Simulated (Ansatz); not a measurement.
Computed with Ansatz on PBE0-D4/def2-TZVP structures; ΔE is electronic, products minus reactants. CBS: MP2 limit from def2 TZ/QZ plus the TZ coupled-cluster correction, frozen cores. For Ge outer-core shells are correlated without core-valence functions, which leaves a few kJ/mol of doubt a bond. Scalar relativity is left out up to krypton. One conformer a species, not always the lowest.

Reaction (isomerisation): `C[CH](C)[Ge][F]` → `[F][GeH]1[CH2]C[CH2]1`

`C[CH](C)[Ge][F]`:

Cartesian coordinates in Å:
```
C -0.601 -1.084 -0.492
C 0.483 -0.018 -0.374
C 0.665 0.449 1.066
Ge 0.026 1.546 -1.538
F -1.485 1.932 -0.701
H -1.567 -0.696 -0.160
H -0.362 -1.955 0.129
H -0.723 -1.448 -1.518
H 1.432 -0.420 -0.750
H 0.931 -0.390 1.718
H 1.459 1.197 1.168
H -0.258 0.889 1.453
```

`[F][GeH]1[CH2]C[CH2]1`:

Cartesian coordinates in Å:
```
F -0.341 -0.545 -2.686
Ge 0.511 -0.052 -1.242
C -0.492 1.128 -0.037
C -0.143 0.139 1.106
C 0.195 -1.167 0.341
H 1.932 0.295 -1.721
H -1.552 1.089 -0.301
H -0.203 2.167 0.114
H -0.938 0.023 1.847
H 0.742 0.493 1.640
H 0.981 -1.789 0.766
H -0.692 -1.782 0.173
```

| species | HF/def2-TZVPP energy (Eh) |
| --- | --- |
| `C[CH](C)[Ge][F]` | -2292.59183 |
| `[F][GeH]1[CH2]C[CH2]1` | -2292.58724 |

(1) Work out ΔE.

Largest T1 diagnostic among the species: 0.013.

## Answers

(1) ΔE = (-2292.58724) − (-2292.59183) = 0.00459 Eh = +12.1 kJ/mol. CCSD(T)/CBS gives +7.9 kJ/mol.

From PBE to PBE0 (25 % exact exchange), in def2-TZVPP and without D4, ΔE moves by −12.3 kJ/mol. In def2-TZVPP, CCSD(T) changes the Hartree–Fock value by −14.8 kJ/mol (the triples alone add −1.5 kJ/mol) and MP2 by −24.2 kJ/mol.
